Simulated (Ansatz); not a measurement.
```yaml
crystal:
  periodic: [false, false, false]
  atoms:
    - {symbol: Ge, position_ang: [0.539074, 0.992132, 0.877262]}
    - {symbol: H, position_ang: [0.793699, 0.895945, 2.413322]}
    - {symbol: H, position_ang: [1.884994, 1.376727, 0.143871]}
    - {symbol: H, position_ang: [-0.482625, 2.135940, 0.615845]}
    - {symbol: N, position_ang: [-0.027612, -0.666296, 0.280038]}
    - {symbol: C, position_ang: [-0.406545, -0.886740, -1.024768]}
    - {symbol: H, position_ang: [-0.711109, -1.040676, 1.018490]}
    - {symbol: H, position_ang: [-1.343424, -0.394165, -1.394677]}
    - {symbol: H, position_ang: [0.419735, -0.534210, -1.660956]}
    - {symbol: H, position_ang: [-0.501896, -1.925769, -1.303327]}
basis:
  gaussian: {orbitals: def2-SVPD}
hamiltonian: {xc: {name: PBE0}, dispersion: d4}
scf: {lower_state_search: light}
output: {forces: true}
```

```sh
$ ansatz run in.yaml --threads 4 --pin off --events-out ev --progress --plain --max-ram 3916MiB
```

It prints (some lines left out):

```
Functional definition: PBE0
1318 factors; integrals over basis functions are off by at most 1.2e-3 eV
mean field evaluation 1: about -59134.1165 eV, gradient 5.1e1 eV
mean field evaluation 2: about -59123.8750 eV, gradient 8.3e1 eV
mean field evaluation 4: about -59139.7144 eV, gradient 3.6e0 eV
mean field evaluation 8: about -59139.7761 eV, gradient 6.7e-2 eV
mean field evaluation 16: about -59139.7761 eV, gradient 6.0e-5 eV
mean field -59139.77610216 eV, -2173.3466853744 hartree, gradient 6.0e-5 eV, S^2 0.000000; 0 other end points of the search recorded, 0 dependent functions left out
reference -59139.77613529 eV, -2173.3466865920 hartree; 26, 26 occupied and 108, 108 virtual orbitals, 1318 factors
Total energy: -59139.90827796 eV, -2173.3515427456 hartree
Atom 0 at     0.539074     0.992132     0.877262 Å, force     0.641762     0.314219    -0.070184 eV/Å
Atom 1 at     0.793699     0.895945     2.413322 Å, force    -0.113375    -0.100811    -0.390917 eV/Å
Atom 2 at     1.884994     1.376727     0.143871 Å, force    -0.560910    -0.230888     0.231903 eV/Å
Atom 3 at    -0.482625     2.135940     0.615845 Å, force     0.032163    -0.122916    -0.022123 eV/Å
Atom 4 at    -0.027612    -0.666296     0.280038 Å, force    -0.920780    -0.193809     4.488424 eV/Å
Atom 5 at    -0.406545    -0.886740    -1.024768 Å, force    -0.434658     0.572222    -2.684116 eV/Å
Atom 6 at    -0.711109    -1.040676     1.018490 Å, force     1.307075     0.497917    -1.604229 eV/Å
Atom 7 at    -1.343424    -0.394165    -1.394677 Å, force     0.263765     0.023691     0.216669 eV/Å
Atom 8 at     0.419735    -0.534210    -1.660956 Å, force    -0.113521     0.152930    -0.324873 eV/Å
Atom 9 at    -0.501896    -1.925769    -1.303327 Å, force    -0.101520    -0.912556     0.159447 eV/Å
Dipole moment:    -0.168720    -0.029997     0.016566 e Å
```

It took 2.2 s on 4 threads of Arm Neoverse V1 on a shared host.
